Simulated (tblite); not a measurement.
Compound: C7H8P2.
SMILES with atom numbers: `[CH2:1]=[CH:2][c:3]1[cH:4][cH:5][p:6][c:7]([CH3:8])[p:9]1` (hydrogens: H10, H11 on C1; H12 on C2; H13 on C4; H14 on C5; H15, H16, H17 on C8)

Computed with GFN2-xTB (tblite), gas phase: L-BFGS steps from a force-field or distance-geometry start until the largest atomic force falls under 0.01 eV/Å.

Step 0: E = -652.0070 eV
```
atom  x, y, z in Å  |  force x, y, z in eV/Å
C1     -3.0619    1.3841    0.4275   -0.433   0.207  -0.022
C2     -1.7601    1.5092    0.1901    0.331  -1.002   0.619
C3     -0.7657    0.4251    0.4001    0.506  -0.219   0.692
C4     -1.0612   -0.9155    0.0869    0.793  -0.454  -0.093
C5     -0.2461   -2.0652    0.2208    0.587   1.534   1.236
P6      1.4514   -2.0678    0.8883   -1.153   1.514  -2.433
C7      1.8962   -0.3444    0.3901   -1.400  -0.344   1.709
C8      3.2513   -0.0384   -0.1605   -0.019   0.056   0.361
P9      0.8489    0.9961    1.0826   -0.288  -1.596  -2.520
H10    -3.5277    0.4700    0.7979    0.279   0.350  -0.181
H11    -3.7330    2.2339    0.2716    0.251  -0.458   0.037
H12    -1.3658    2.4608   -0.1296    0.112   0.042   0.012
H13    -2.0615   -1.1237   -0.3033    0.323   0.255  -0.168
H14    -0.6531   -3.0337   -0.0584    0.070   0.230   0.378
H15     3.2277    0.8994   -0.7344   -0.010  -0.217   0.319
H16     3.9765    0.0547    0.6541    0.112   0.046  -0.198
H17     3.5771   -0.8327   -0.8404   -0.062   0.056   0.250
```

Task: Estimate the geometry and energy of step 1. (The exact step hangs on the optimiser's Hessian estimate; all steps are aligned on step 0, rigid shifts and turns removed.)

Result: E = -652.3707 eV, largest force 2.102 eV/Å
```
atom  x, y, z in Å  |  force x, y, z in eV/Å
C1     -3.0680    1.3870    0.4272    0.354  -0.074  -0.048
C2     -1.7554    1.4949    0.1990   -0.024  -0.337   0.479
C3     -0.7585    0.4220    0.4100    0.158  -0.482   0.456
C4     -1.0498   -0.9219    0.0855    0.125   0.239  -0.124
C5     -0.2377   -2.0433    0.2385    0.003   0.326   0.717
P6      1.4349   -2.0461    0.8536   -0.431   0.822  -1.879
C7      1.8762   -0.3493    0.4145   -0.420  -0.224   0.884
C8      3.2511   -0.0376   -0.1553   -0.415  -0.126   0.527
P9      0.8447    0.9733    1.0466   -0.257  -0.707  -1.963
H10    -3.5237    0.4750    0.7954    0.125   0.175  -0.095
H11    -3.7294    2.2274    0.2721    0.056  -0.149  -0.039
H12    -1.3642    2.4614   -0.1295    0.008  -0.346   0.157
H13    -2.0569   -1.1200   -0.3057    0.459   0.226  -0.120
H14    -0.6521   -3.0304   -0.0530    0.311   0.708   0.556
H15     3.2275    0.8963   -0.7299   -0.079  -0.158   0.299
H16     3.9781    0.0553    0.6513    0.162   0.051  -0.093
H17     3.5762   -0.8319   -0.8368   -0.135   0.058   0.286
```

The energy changes by -0.3638 eV. The first-order estimate −F·Δx gives -0.4632 eV and the mean of the old and new forces, exact on a quadratic surface, -0.3619 eV. The step makes an angle of 0° with the force vector and moves no atom by more than 0.044 Å.

What follows is the cost of the whole relaxation. The run took 0.48 s on Arm Neoverse V1, one thread (shared host).
